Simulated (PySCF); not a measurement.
C₃H₂F₆O, SMILES C(F)(F)(F)C(O)C(F)(F)F. The structure is a stationary point at B3LYP-D3(BJ)/def2-SVP. One conformer was computed; it need not be the lowest.

Computed equilibrium geometry at B3LYP-D3(BJ)/def2-SVP (PySCF confirms it by a frequency run) as bond lengths and angles (one conformer of several):
Atoms: O1 C2 C3 F4 F5 F6 C7 F8 F9 F10 H11 H12. Bonds (Å): O1–C2 1.392, O1–H11 0.967, C2–C3 1.533, C2–C7 1.537, C2–H12 1.107, C3–F4 1.337, C3–F5 1.332, C3–F6 1.341, C7–F8 1.335, C7–F9 1.352, C7–F10 1.332. Angles (°): C2–O1–H11 108.6, O1–C2–C3 107.0, O1–C2–C7 110.8, O1–C2–H12 113.6, C3–C2–C7 113.4, C3–C2–H12 106.1, C7–C2–H12 106.0, C2–C3–F4 109.6, C2–C3–F5 112.1, C2–C3–F6 110.2, F4–C3–F5 108.3, F4–C3–F6 108.0, F5–C3–F6 108.4, C2–C7–F8 111.7, C2–C7–F9 107.8, C2–C7–F10 113.0, F8–C7–F9 107.8, F8–C7–F10 108.7, F9–C7–F10 107.7.
Charge 0, spin multiplicity 1.
